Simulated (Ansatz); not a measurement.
Reaction (redistribution): `[F][Zn][BH][SiH3]` + `CO[SiH2]Cl` → `[BH2][Zn][F]` + `[SiH3]CO[SiH2]Cl`

Isolated molecules relaxed with PBE0-D4/def2-TZVP in Ansatz; ΔE leaves out vibrations. CCSD(T)/CBS adds triple-zeta CCSD(T) − MP2 to the extrapolated MP2 energy (def2 sets, frozen cores). Functionals use def2-TZVPP. B3LYP here is the variant with VWN-RPA as its local correlation; programs differ in this. For Zn outer-core shells are correlated without core-valence functions, which leaves a few kJ/mol of doubt a bond. Scalar relativity is left out up to krypton. One conformer a species, not always the lowest.

`[F][Zn][BH][SiH3]`:

```xyz
8

F    -1.991   -3.168    1.010
Zn   -1.116   -1.643    0.953
B    -0.109    0.119    0.864
Si    0.583    0.895   -0.846
H     0.154    0.671    1.893
H     0.843    2.360   -0.822
H     1.893    0.190   -1.020
H    -0.257    0.576   -2.032
```

`CO[SiH2]Cl`:

```xyz
9

C     1.213   -0.134   -0.649
O     0.325   -0.677    0.306
Si   -1.154   -0.082    0.626
Cl   -1.035    1.836    1.360
H     2.048   -0.825   -0.764
H     1.599    0.834   -0.316
H     0.726   -0.005   -1.622
H    -1.745   -0.949    1.662
H    -1.977    0.001   -0.604
```

`[BH2][Zn][F]`:

```xyz
5

B    -0.342   -0.527    0.666
Zn    0.418    0.643   -0.813
F     1.075    1.655   -2.095
H    -1.134   -1.391    0.435
H    -0.016   -0.381    1.807
```

`[SiH3]CO[SiH2]Cl`:

Cartesian coordinates in Å:
```
Si -0.516 1.337 -1.604
C 0.442 0.247 -0.393
O -0.466 -0.287 0.565
Si -0.046 -1.417 1.662
Cl 1.409 -0.701 2.926
H 0.443 1.892 -2.597
H -1.173 2.449 -0.872
H -1.543 0.527 -2.307
H 0.952 -0.558 -0.938
H 1.220 0.836 0.108
H 0.534 -2.610 1.000
H -1.256 -1.716 2.449
```

| level | ΔE (kJ/mol) |
| --- | --- |
| r2SCAN | 16.2 |
| B3LYP | 11.8 |
| CCSD/def2-TZVPP | 9.6 |
| SCS-MP2/def2-QZVPP | 4.0 |

What does CCSD(T)/CBS give? (Best estimate.)

Computed: +10.1 kJ/mol. The listed levels differ from it by 6.1, 1.7, -0.5, -6.1 kJ/mol.

Largest T1 diagnostic among the species: 0.016.
